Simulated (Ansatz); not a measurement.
`OB[O][SnH3]` → `[BH2][SnH]([OH])[OH]`  (isomerisation)

Isolated molecules relaxed with PBE0-D4/def2-TZVP in Ansatz; ΔE leaves out vibrations. CBS: MP2 limit from def2 TZ/QZ plus the TZ coupled-cluster correction, frozen cores. DFT in def2-TZVPP. B3LYP here is the variant with VWN-RPA as its local correlation; programs differ in this. def2 core potentials past Kr. For Sn outer-core shells are correlated without core-valence functions, which leaves a few kJ/mol of doubt a bond. One conformer a species, not always the lowest.

`OB[O][SnH3]`:

```xyz
9

O    -0.836   -1.367    0.399
B    -0.550   -0.333    1.259
O     0.139    0.720    0.800
Sn    0.753    0.815   -1.092
H    -1.331   -2.079    0.806
H    -0.914   -0.376    2.405
H    -0.623    0.792   -2.091
H     1.810   -0.489   -1.366
H     1.552    2.317   -1.120
```

`[BH2][SnH]([OH])[OH]`:

Z-matrix (Å, degrees):
```
Sn
O 1 1.972
O 1 1.973 2 108.3
B 1 2.245 2 105.2 3 -111.6
H 1 1.718 2 106.6 3 114.3
H 2 0.959 1 113.8 3 -84.9
H 3 0.959 1 113.8 2 86.6
H 4 1.191 1 118.2 2 53.0
H 4 1.192 1 121.8 2 -127.2
```

| level | ΔE (kcal/mol) | difference from CCSD(T)/CBS |
| --- | --- | --- |
| ωB97X-V | 67.1 | 2.1 |
| B2PLYP | 67.7 | 2.7 |
| r2SCAN | 69.0 | 4.0 |
| B3LYP | 67.8 | 2.8 |
| HF/def2-TZVPP | 69.9 | 4.9 |
| SCS-MP2/def2-TZVPP | 66.6 | 1.6 |
| CCSD(T)/def2-TZVPP | 68.0 | 3.0 |
| HF/def2-QZVPP | 69.7 | 4.7 |
| SCS-MP2/def2-QZVPP | 65.0 | 0.0 |
| MP2/CBS(def2) | 64.2 | -0.8 |
| CCSD(T)/CBS | 65.0 | 0 |

Largest T1 diagnostic among the species: 0.014.

In def2-TZVPP, CCSD(T) changes the Hartree–Fock value by −1.9 kcal/mol (the triples alone add −0.1 kcal/mol) and MP2 by −2.7 kcal/mol. From PBE to PBE0 (25 % exact exchange), in def2-TZVPP and without D4, ΔE moves by +1.6 kcal/mol.
